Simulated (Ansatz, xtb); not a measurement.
**Isomers of C4H3NO2 in order of energy**

6 gas-phase structures of C4H3NO2, from a drawn sample of its isomers (lower ones may exist). Each was relaxed with GFN2-xTB:

A. `N#CC1=COCO1`, a singlet
B. `C=C(C#N)C(=O)O`, a singlet
C. `O=Cc1ncco1`, a singlet
D. `O=C1C=NC=CO1`, a singlet
E. `O=C1C=COC=N1`, a singlet
F. `O=Cc1cnoc1`, a singlet

Question: Which do you expect lowest at r2SCAN-D4/def2-SVP, and how would the others follow?

Answer: Calculated order at r2SCAN-D4/def2-SVP: E (0.0), B (1.4), D (1.9), C (4.1), F (28.8), A (33.6) kcal/mol. Less than 1 kcal/mol parts B and D, so the order within that pair means little. CCSD(T)/def2-SVP + ΔMP2/def2-TZVPP after further relaxation puts B lowest instead.

Energies above the lowest of each column, in kcal/mol; the last columns are at PBE0-D3(BJ)/def2-SVP geometries and were run for some of them only (a dash: not run or not comparable):

```
structure  GFN2-xTB  HF/STO-3G  r2SCAN-D4/def2-SVP  PBE0-D3(BJ)/def2-SVP  CCSD(T)/def2-SVP + ΔMP2/def2-TZVPP
        E       0.0       11.6                 0.0                   0.0                                 8.2
        B      25.4       20.6                 1.4                   2.1                                 0.0
        D       3.8       14.0                 1.9                   2.6                                11.9
        C       4.6        5.0                 4.1                   4.0                                11.7
        F      29.7       17.1                28.8                     –                                   –
        A      27.2        0.0                33.6                     –                                   –
```

CCSD(T)/def2-SVP + ΔMP2/def2-TZVPP puts B lowest of those it was run on; GFN2-xTB picks E, HF/STO-3G picks A, r2SCAN-D4/def2-SVP picks E, PBE0-D3(BJ)/def2-SVP picks E. CCSD(T)/def2-SVP + ΔMP2/def2-TZVPP orders those it was run on as B (0.0), E (8.2), C (11.7), D (11.9) kcal/mol. Less than 1 kcal/mol parts C and D, so the order within that pair means little. Flexible structures stand in one conformer each, not always the lowest. Frequencies (GFN2-xTB) were run for B, C, D, E alone. ΔMP2 is the change of the MP2 energy from the smaller to the larger basis.

Over these structures GFN2-xTB departs from r2SCAN-D4/def2-SVP by 6.8 kcal/mol on average once a common shift is removed. A GFN2-xTB relaxation took about 0.083 s and the r2SCAN-D4/def2-SVP energy about 1.9 s on a shared host (Ansatz 0.2.0, xtb 6.7.1).
